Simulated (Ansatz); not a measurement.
Relaxation of a periodic cell of 40 atoms, H4CSO2 (contents 5 SH2 + 5 HCOOH, density as packed 1.08 g/cm³ with natural masses), to a largest force component of 0.3 eV/Å in at most 15 steps.

The calculation used Ansatz, DFT PBE-D3(BJ), scalar-relativistic, plane waves, PAW. Settings: accuracy low, cutoff 420 eV, k mesh 1x1x1, fermi-dirac smearing 0.02 eV, no spin polarisation.

```xyz
40
Lattice="8.5040 0.0000 0.0000 0.0000 8.5040 0.0000 0.0000 0.0000 8.5040" Properties=species:S:1:pos:R:3
S 3.058 3.007 0.698
H 2.488 3.883 -0.140
H 2.001 2.987 1.520
S 4.532 7.019 5.797
H 4.484 8.096 5.003
H 4.396 6.163 4.776
S 4.884 3.455 4.807
H 5.403 3.830 3.631
H 4.460 2.277 4.333
S 4.900 7.769 0.595
H 4.911 8.297 -0.636
H 3.572 7.890 0.719
S 8.358 1.066 6.752
H 8.516 2.200 6.057
H 8.266 0.311 5.649
O 7.330 4.643 5.703
C 7.772 5.327 4.626
O 8.751 5.040 3.971
H 7.954 3.897 5.825
H 7.109 6.180 4.438
O 0.350 7.284 1.573
C 1.018 8.201 2.307
O 1.626 7.966 3.329
H 0.467 6.429 2.037
H 0.923 9.185 1.835
O 1.742 5.199 6.917
C 0.881 5.802 7.766
O 0.040 5.232 8.427
H 1.537 4.241 6.960
H 1.063 6.883 7.761
O 7.543 2.068 3.324
C 7.199 0.890 2.760
O 7.277 -0.191 3.303
H 7.855 1.855 4.228
H 6.839 1.066 1.740
O 3.458 4.574 2.518
C 4.493 5.440 2.529
O 5.665 5.127 2.519
H 3.854 3.677 2.503
H 4.110 6.467 2.547
```

**Question.** Where does it end, and by what steps?

**Answer.** The run ended unconverged. Limits of this set-up: coarse k mesh, low accuracy level. After 14 steps the energy has fallen by 3.985 eV; H14 moved furthest, 1.51 Å.

```json
{"step": "0", "energy less start (eV)": "0.0000", "largest force component (eV/Å)": "2.312", "accepted": "yes"}
{"step": "1", "energy less start (eV)": "-0.9180", "largest force component (eV/Å)": "0.846", "accepted": "yes"}
{"step": "2", "energy less start (eV)": "-1.5298", "largest force component (eV/Å)": "0.929", "accepted": "yes"}
{"step": "3", "energy less start (eV)": "-1.9524", "largest force component (eV/Å)": "1.216", "accepted": "yes"}
{"step": "4", "energy less start (eV)": "-2.3561", "largest force component (eV/Å)": "1.566", "accepted": "yes"}
{"step": "5", "energy less start (eV)": "-2.5992", "largest force component (eV/Å)": "1.233", "accepted": "yes"}
{"step": "6", "energy less start (eV)": "-2.8010", "largest force component (eV/Å)": "0.436", "accepted": "yes"}
{"step": "7", "energy less start (eV)": "-2.9677", "largest force component (eV/Å)": "0.490", "accepted": "yes"}
{"step": "8", "energy less start (eV)": "-3.1068", "largest force component (eV/Å)": "0.451", "accepted": "yes"}
{"step": "9", "energy less start (eV)": "-3.2748", "largest force component (eV/Å)": "0.788", "accepted": "yes"}
{"step": "10", "energy less start (eV)": "-3.4552", "largest force component (eV/Å)": "0.914", "accepted": "yes"}
{"step": "11", "energy less start (eV)": "-3.5576", "largest force component (eV/Å)": "1.143", "accepted": "yes"}
{"step": "12", "energy less start (eV)": "-3.7303", "largest force component (eV/Å)": "0.990", "accepted": "yes"}
{"step": "13", "energy less start (eV)": "-3.8757", "largest force component (eV/Å)": "0.752", "accepted": "yes"}
{"step": "14", "energy less start (eV)": "-3.9850", "largest force component (eV/Å)": "0.535", "accepted": "yes"}
```

```xyz
40
Lattice="8.5040 0.0000 0.0000 0.0000 8.5040 0.0000 0.0000 0.0000 8.5040" Properties=species:S:1:pos:R:3
S 2.516 2.582 1.126
H 3.120 3.077 0.007
H 1.344 3.206 0.821
S 4.630 7.302 5.295
H 4.284 8.344 4.502
H 3.334 6.958 5.484
S 3.919 2.830 5.388
H 4.549 3.501 4.376
H 3.240 2.040 4.522
S 5.066 8.338 0.389
H 4.877 8.167 -0.961
H 3.759 8.090 0.636
S 8.224 1.380 6.475
H 9.507 1.078 6.230
H 7.767 0.434 5.611
O 7.008 4.830 5.527
C 7.628 5.463 4.533
O 8.780 5.236 4.171
H 7.626 4.186 5.948
H 6.986 6.254 4.111
O 0.831 6.878 2.131
C 1.491 7.975 2.476
O 1.895 8.268 3.590
H 0.707 6.266 2.929
H 1.619 8.637 1.592
O 2.252 5.389 6.718
C 1.156 5.370 7.503
O 0.410 4.407 7.637
H 2.342 4.519 6.245
H 1.013 6.357 8.016
O 7.981 2.198 3.219
C 7.235 1.160 2.826
O 6.841 0.260 3.549
H 8.132 2.114 4.199
H 7.036 1.212 1.740
O 3.460 5.434 2.253
C 4.754 5.483 2.593
O 5.447 4.507 2.870
H 3.193 4.471 2.160
H 5.124 6.530 2.569
```

Run time: 78 s on 1 CPU thread of a shared host.
